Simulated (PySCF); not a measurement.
# C₆ coefficients of unlike pairs at PBE0

Calculated with PySCF 2.14 from the dipole response of each species, C₆(A,B) = (3/π) ∫ α_A(iu) α_B(iu) du, in atomic units, from isotropic polarisabilities. For ions this is the dispersion term alone; charge-induced terms of lower order in 1/R come first.

```csv
species,configuration,basis,relativity,α (bohr³),C₆ (like pair)
Zn³⁺,[Ar] 3d9 (2D),aug-cc-pVTZ-PP with ECP10MDF (6s6p5d3f2g),core potential,1.419,3.156
Sc,[Ar] 3d1 4s2 (2D),"x2c-TZVPPall with one added diffuse shell each of s, p, d, f type (7s6p5d3f1g)",spin-free X2C,128.0,1618
P,[Ne] 3s2 3p3 (4S),aug-cc-pwCVTZ (8s7p5d3f),none,26.26,195.2
Cl²⁺,[Ne] 3s2 3p3 (4S),"aug-cc-pCVTZ-DK with one added diffuse shell each of s, p, d, f type (9s8p6d4f)",spin-free X2C,5.835,20.77
```

Estimate C₆ for Cl²⁺ with Sc.

The integral gives 134.2. The combination rule 2 C_A C_B / (C_A α_B/α_A + C_B α_A/α_B) gives 127.0 and the geometric mean 183.3.

No spin-orbit coupling is included.

The other pairs:

```csv
pair,C₆
"P, Sc",502.0
"Cl²⁺, Zn³⁺",7.205
"Sc, Zn³⁺",37.13
"Cl²⁺, P",59.74
"P, Zn³⁺",18.11
```
